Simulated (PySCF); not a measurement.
PySCF input file for methylcyclobutane (C5H10), SMILES CC1CCC1, TDDFT-PBE/def2-SVPD. The structure is a stationary point at PBE0-D3(BJ)/def2-SVP.

```python
import numpy as np
from pyscf import gto, scf, dft, tdscf

mol = gto.M(
    atom='''
    C     1.91438276    0.13347026    0.00000000
    C     0.50192216   -0.40562858   -0.00000000
    C    -0.49846539    0.07788402   -1.07232561
    C    -1.60318433    0.04666656    0.00000000
    C    -0.49846539    0.07788402    1.07232561
    H     2.47262743   -0.20097582   -0.88917844
    H     1.91477220    1.23590044    0.00000001
    H     2.47262743   -0.20097582    0.88917845
    H     0.52311716   -1.50952868   -0.00000001
    H    -0.62779160   -0.53476528   -1.97795423
    H    -0.26878100    1.11077276   -1.38253998
    H    -2.13952729   -0.91500784   -0.00000001
    H    -2.34761067    0.85691504    0.00000001
    H    -0.26878101    1.11077276    1.38254000
    H    -0.62779160   -0.53476530    1.97795423
    ''',
    basis='def2-SVPD',
    charge=0,
    spin=0,
    symmetry=True,
    max_memory=1600,
    verbose=4,
)
mf = dft.RKS(mol, xc='pbe').density_fit(auxbasis='def2-universal-jkfit')
mf.grids.level = 3
mf.conv_tol = 1e-9
mf.max_cycle = 100
mf.kernel()
mf.grids = dft.Grids(mol).set(level=1).build(with_non0tab=True)  # coarser grid for the response kernel
td = tdscf.TDDFT(mf)
td.singlet = True
td.nstates = 10
td.conv_tol = 1e-4
td.positive_eig_threshold = 1e-6
td.kernel(x0=td.get_init_guess(mf, 15))
td.analyze()
tt = tdscf.TDA(mf)
tt.singlet = False
tt.nstates = 4
tt.conv_tol = 1e-4
tt.positive_eig_threshold = 1e-6
tt.kernel(x0=tt.get_init_guess(mf, 9))
tt.analyze(verbose=3)
```

Log of the run:

```
PySCF version 2.14.0

[INPUT] verbose = 4
[INPUT] num. atoms = 15
[INPUT] num. electrons = 40
[INPUT] charge = 0
[INPUT] spin (= nelec alpha-beta = 2S) = 0
[INPUT] symmetry True subgroup None
[INPUT] Mole.unit = angstrom
[INPUT] Symbol           X                Y                Z      unit          X                Y                Z       unit  Magmom
[INPUT]  1 C      1.914382760000   0.133470260000   0.000000000000 AA    3.617659113989   0.252222237174   0.000000000000 Bohr   0.0
[INPUT]  2 C      0.501922160000  -0.405628580000   0.000000000000 AA    0.948495418250  -0.766526924496   0.000000000000 Bohr   0.0
[INPUT]  3 C     -0.498465390000   0.077884020000  -1.072325610000 AA   -0.941963069675   0.147179467280  -2.026401719257 Bohr   0.0
[INPUT]  4 C     -1.603184330000   0.046666560000   0.000000000000 AA   -3.029579310894   0.088187017576   0.000000000000 Bohr   0.0
[INPUT]  5 C     -0.498465390000   0.077884020000   1.072325610000 AA   -0.941963069675   0.147179467280   2.026401719257 Bohr   0.0
[INPUT]  6 H      2.472627430000  -0.200975820000  -0.889178440000 AA    4.672588650787  -0.379789257460  -1.680303727468 Bohr   0.0
[INPUT]  7 H      1.914772200000   1.235900440000   0.000000010000 AA    3.618395048931   2.335513348829   0.000000018897 Bohr   0.0
[INPUT]  8 H      2.472627430000  -0.200975820000   0.889178450000 AA    4.672588650787  -0.379789257460   1.680303746365 Bohr   0.0
[INPUT]  9 H      0.523117160000  -1.509528680000  -0.000000010000 AA    0.988548163460  -2.852595782376  -0.000000018897 Bohr   0.0
[INPUT] 10 H     -0.627791600000  -0.534765280000  -1.977954230000 AA   -1.186354187302  -1.010559920126  -3.737791781625 Bohr   0.0
[INPUT] 11 H     -0.268781000000   1.110772760000  -1.382539980000 AA   -0.507922477487   2.099056303027  -2.612621918462 Bohr   0.0
[INPUT] 12 H     -2.139527290000  -0.915007840000  -0.000000010000 AA   -4.043120614133  -1.729114219430  -0.000000018897 Bohr   0.0
[INPUT] 13 H     -2.347610670000   0.856915040000   0.000000010000 AA   -4.436341213407   1.619334737621   0.000000018897 Bohr   0.0
[INPUT] 14 H     -0.268781010000   1.110772760000   1.382540000000 AA   -0.507922496384   2.099056303027   2.612621956256 Bohr   0.0
[INPUT] 15 H     -0.627791600000  -0.534765300000   1.977954230000 AA   -1.186354187302  -1.010559957921   3.737791781625 Bohr   0.0

nuclear repulsion = 184.441215946247
point group symmetry = Cs
symmetry origin: [-4.25188386e-09 -2.83458919e-09  1.41729459e-09]
symmetry axis x: [ 1.00000000e+00 -1.17195563e-09  4.12711896e-10]
symmetry axis y: [-1.17195563e-09 -1.00000000e+00  1.48824959e-09]
symmetry axis z: [-4.12711894e-10  1.48824954e-09  1.00000000e+00]
num. orbitals of irrep A' = 110
num. orbitals of irrep A" = 70
number of shells = 80
number of NR pGTOs = 250
number of NR cGTOs = 180
basis = def2-SVPD
ecp = {}


[settings echo left out]
init E= -196.223930256367
HOMO (A') = -0.348129138741518  LUMO (A') = -0.0229229858307094  gap/eV = 8.84931
cycle= 1 E= -196.032591962982  delta_E= 0.191  |g|= 0.528  |ddm|= 6.18
HOMO (A') = -0.151145993779158  LUMO (A') = 0.0339932419777775  gap/eV = 5.03790
cycle= 2 E= -195.889185056948  delta_E= 0.143  |g|=  0.9  |ddm|= 2.21
HOMO (A') = -0.259954540101562  LUMO (A') = 0.00796083562496852  gap/eV = 7.29035
cycle= 3 E= -196.115454130378  delta_E= -0.226  |g|= 0.0739  |ddm|= 1.62
HOMO (A') = -0.257254796616831  LUMO (A') = 0.00756338146633473  gap/eV = 7.20607
cycle= 4 E= -196.116575934131  delta_E= -0.00112  |g|= 0.0304  |ddm|= 0.323
HOMO (A') = -0.258886535745178  LUMO (A') = 0.00716824884576406  gap/eV = 7.23972
cycle= 5 E= -196.11678859679  delta_E= -0.000213  |g|= 0.0069  |ddm|= 0.0505
HOMO (A') = -0.2586537715777  LUMO (A') = 0.00716755933155744  gap/eV = 7.23337
cycle= 6 E= -196.116800169482  delta_E= -1.16e-05  |g|= 0.000989  |ddm|= 0.0193
HOMO (A') = -0.258672563336682  LUMO (A') = 0.00715097556182664  gap/eV = 7.23343
cycle= 7 E= -196.116800451945  delta_E= -2.82e-07  |g|= 0.000234  |ddm|= 0.0042
HOMO (A') = -0.258682910649161  LUMO (A') = 0.0071483508543646  gap/eV = 7.23364
cycle= 8 E= -196.116800467994  delta_E= -1.6e-08  |g|= 4.32e-05  |ddm|= 0.00109
HOMO (A') = -0.25868515391952  LUMO (A') = 0.00714656155986315  gap/eV = 7.23365
cycle= 9 E= -196.116800468482  delta_E= -4.88e-10  |g|= 9e-06  |ddm|= 0.000209
HOMO (A') = -0.258685852278564  LUMO (A') = 0.00714616634199317  gap/eV = 7.23366
Extra cycle  E= -196.116800468458  delta_E= 2.38e-11  |g|= 1.33e-05  |ddm|= 5e-05
converged SCF energy = -196.116800468458
tot grids = 50624
Overwritten attributes  positive_eig_threshold  of <class 'pyscf.tdscf.rks.CasidaTDDFT'>


******** <class 'pyscf.tdscf.rks.CasidaTDDFT'> for <class 'pyscf.df.df_jk.DFSymAdaptedRKS'> ********
nstates = 10 singlet
deg_eia_thresh = 1.000e-03
wfnsym = None
conv_tol = 0.0001
eigh lindep = 1e-12
eigh level_shift = 0
eigh max_cycle = 100


Excitation energies (eV)
[7.27063696 7.34902125 7.6225177  7.68146975 7.70511115 7.82287514
 7.86158608 8.00165726 8.00228715 8.12037805]

** Singlet excitation energies and oscillator strengths **
Excited State   1:   A'      7.27064 eV    170.53 nm  f=0.0000
      20 -> 21       -0.70659
Excited State   2:   A"      7.34902 eV    168.71 nm  f=0.0612
      19 -> 21        0.70552
Excited State   3:   A'      7.62252 eV    162.66 nm  f=0.0057
      18 -> 21       -0.70217
Excited State   4:   A'      7.68147 eV    161.41 nm  f=0.0326
      20 -> 22       -0.70245
Excited State   5:   A"      7.70511 eV    160.91 nm  f=0.0000
      19 -> 22       -0.70604
Excited State   6:   A'      7.82288 eV    158.49 nm  f=0.0096
      20 -> 23       -0.69821
Excited State   7:   A"      7.86159 eV    157.71 nm  f=0.0008
      19 -> 23        0.70402
Excited State   8:   A'      8.00166 eV    154.95 nm  f=0.0488
      18 -> 22       -0.70120
Excited State   9:   A"      8.00229 eV    154.94 nm  f=0.0002
      20 -> 24       -0.70403
Excited State  10:   A'      8.12038 eV    152.68 nm  f=0.0133
      18 -> 23        0.19836
      19 -> 24        0.67239

** Transition electric dipole moments (AU) **
state          X           Y           Z        Dip. S.      Osc.
  1        -0.0059     -0.0000      0.0000      0.0000      0.0000
  2         0.0000      0.0000     -0.5829      0.3398      0.0612
  3        -0.1725     -0.0221     -0.0000      0.0303      0.0057
  4        -0.3949      0.1313      0.0000      0.1732      0.0326
  5         0.0000     -0.0000     -0.0112      0.0001      0.0000
  6         0.0348      0.2206     -0.0000      0.0499      0.0096
  7        -0.0000     -0.0000      0.0642      0.0041      0.0008
  8         0.4859      0.1144     -0.0000      0.2492      0.0488
  9         0.0000      0.0000     -0.0329      0.0011      0.0002
 10        -0.1898     -0.1752      0.0000      0.0667      0.0133

** Transition velocity dipole moments (imaginary part, AU) **
state          X           Y           Z        Dip. S.      Osc.
  1         0.0018     -0.0026     -0.0000      0.0000      0.0000
  2        -0.0000      0.0000     -0.1592      0.0253      0.0626
  3        -0.0498     -0.0100     -0.0000      0.0026      0.0061
  4        -0.1159      0.0386     -0.0000      0.0149      0.0353
  5        -0.0000     -0.0000     -0.0069      0.0000      0.0001
  6         0.0057      0.0647      0.0000      0.0042      0.0098
  7         0.0000     -0.0000      0.0234      0.0005      0.0013
  8         0.1427      0.0379     -0.0000      0.0218      0.0494
  9         0.0000     -0.0000     -0.0116      0.0001      0.0003
 10        -0.0579     -0.0509      0.0000      0.0059      0.0133

** Transition magnetic dipole moments (imaginary part, AU) **
state          X           Y           Z
  1        -0.0000     -0.0000      0.4795
  2         0.4448     -0.1300     -0.0000
  3        -0.0000      0.0000     -0.0195
  4         0.0000      0.0000      0.0402
  5         0.1599      0.5759      0.0000
  6        -0.0000     -0.0000     -0.4880
  7         0.5027      0.1539     -0.0000
  8        -0.0000     -0.0000      0.3502
  9         0.4215      0.8792     -0.0000
 10         0.0000     -0.0000      0.0479
Overwritten attributes  positive_eig_threshold  of <class 'pyscf.tdscf.rks.TDA'>


******** <class 'pyscf.tdscf.rks.TDA'> for <class 'pyscf.df.df_jk.DFSymAdaptedRKS'> ********
nstates = 4 triplet
deg_eia_thresh = 1.000e-03
wfnsym = None
conv_tol = 0.0001
eigh lindep = 1e-12
eigh level_shift = 0
eigh max_cycle = 100


Excitation energies (eV)
[7.14442721 7.18261207 7.44868504 7.51284017]

** Triplet excitation energies and oscillator strengths **
Excited State   1:   A'      7.14443 eV    173.54 nm  f=0.0000
Excited State   2:   A"      7.18261 eV    172.62 nm  f=0.0000
Excited State   3:   A'      7.44869 eV    166.45 nm  f=0.0000
Excited State   4:   A'      7.51284 eV    165.03 nm  f=0.0000
```

The calculation finished and met its thresholds.

Cost: about 80 core-seconds (a rough figure).
